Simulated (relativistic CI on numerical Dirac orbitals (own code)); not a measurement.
## Hyperfine structure of Rb19+, mass number 87

Computed by Dirac-Coulomb-Breit CI, KLI orbitals optimised for each configuration, model QED (radiative potential, 1s self-energy scaled to tabulated hydrogen-like ionisation energies), unscaled Slater integrals (own radial code, finite nucleus).

CI space (outside the closed core [Ne]): 3s²3p⁶, 3s²3p⁵3d, 3s3p⁶3d, 3s²3p⁵4s, 3s²3p⁵4p, 3s²3p⁵4d, 3s3p⁶4s, 3s²3p⁵4f, 3p⁶3d², 3p⁵3d³, 3p⁵3d²4s, 3p⁵3d²4p, 3p⁵3d²4d, 3p⁶3d4s, 3p⁵3d4s², 3p⁵3d4s4p, 3p⁵3d4s4d. Double excitations out of closed p, d and f shells are left out; levels of such configurations are missing from the list, as are those of other unlisted configurations, and high levels can miss mixing partners. These lack a partner that the ground configuration has and come out too high: 3s²3p⁵4f.

Nuclear spin I = 3/2, μ = 2.75129 μN, Q = 0.1335 b (tables of Stone and Pyykkö). The electronic factors are computed for point nuclear moments, without core polarisation or the Bohr-Weisskopf and QED corrections.

```
        Level  E (cm⁻¹)  A (MHz)  B (MHz)
3s²3p⁵3d ³P°1    752598     7162      486
3s²3p⁵3d ³P°2    780643     4766      656
3s²3p⁵3d ³F°4    788871    14890    -3230
3s²3p⁵3d ³F°3    789848    22410    -3550
3s²3p⁵3d ³F°2    810750    24130    -1120
3s²3p⁵3d ³D°3    846378    13240     1400
3s²3p⁵3d ³D°1    879467    -2565     1140
3s²3p⁵3d ³D°2    916296   -13360     2170
```

Levels with J = 0, under 50 % of one LS term, or S terms without an open s electron are left out. Small factors come from cancelling terms and can be off by tens of per cent or more.

At this charge energies of transitions that change n are usually good to better than 1 %, and those within a shell (Δn = 0) to a few per cent.

Give the hyperfine levels of 3s²3p⁵3d ³F°4 relative to its centre of gravity.

With K = F(F + 1) − I(I + 1) − J(J + 1), E = AK/2 + B[¾K(K + 1) − I(I + 1)J(J + 1)]/[2I(2I − 1)J(2J − 1)]: F = 5/2: -113200, F = 7/2: -58910, F = 9/2: 8855, F = 11/2: 88510 MHz.

LS names give the leading component of a level, which can be under half, so a name can repeat, a term be missing and a line seem to break the LS rules.
